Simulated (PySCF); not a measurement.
H7NSSi2, SMILES N[SiH2]S[SiH3].

The structure is a stationary point at B3LYP-D3(BJ)/def2-SVP. Other conformers were not sampled.

These are B3LYP-D3(BJ)/def2-SVP run with PySCF values and carry that method's errors.

Frequencies are harmonic and unscaled.

A small imaginary wavenumber (i) marks a very flat motion, where grid noise or a shallow saddle decides the sign.

Q: Give all harmonic wavenumbers and intensities. (Estimate from the structure and the level; the computed values follow.)

A: 
```
mode  ν (cm⁻¹)  IR (km/mol)  Raman (Å⁴/amu)  depolarisation  moving atoms (share of kinetic energy)
----  --------  -----------  --------------  --------------  --------------------------------------
1          20i          1.3             0.5            0.75          Si 32 %, H 32 %, N 27 %, S 9 %
2           57          0.1             0.1            0.75                                  H 91 %
3          110          1.0             0.9            0.23         Si 45 %, S 24 %, H 18 %, N 14 %
4          222         11.1             5.0            0.54                 H 48 %, N 23 %, Si 23 %
5          222         13.6             3.8            0.60                 H 70 %, N 13 %, Si 12 %
6          433        137.8             8.9            0.08          H 60 %, N 21 %, S 11 %, Si 8 %
7          481        204.9             5.6            0.27                 Si 43 %, S 29 %, H 21 %
8          510         42.3             9.4            0.22                         S 51 %, Si 43 %
9          529         21.1             2.6            0.75                         H 86 %, Si 12 %
10         632         23.3            16.0            0.75                          H 89 %, Si 8 %
11         644         43.5            14.9            0.69                         H 81 %, Si 11 %
12         735          1.1            12.6            0.75                                  H 97 %
13         856         34.2             8.1            0.48                 N 47 %, H 33 %, Si 20 %
14         894        547.3            25.2            0.53                         H 86 %, Si 12 %
15         906         44.6             4.9            0.75                          H 78 %, N 16 %
16         930         29.6            25.1            0.45                         H 82 %, Si 13 %
17         935         48.2            28.2            0.75                                  H 97 %
18         947         80.6             3.9            0.55                                  H 94 %
19         972        178.6            24.8            0.73                                  H 95 %
20        1547         42.1             7.5            0.73                          H 90 %, N 10 %
21        2213         51.1           113.3            0.06                                  H 98 %
22        2214         76.1            60.5            0.72                                  H 96 %
23        2230        108.2           239.3            0.06                                  H 98 %
24        2233        161.2            89.0            0.74                                  H 96 %
25        2245        100.2           187.6            0.36                                  H 96 %
26        3562         40.4           139.7            0.13                                  H 96 %
27        3653         32.5            78.2            0.75                           H 91 %, N 9 %
```
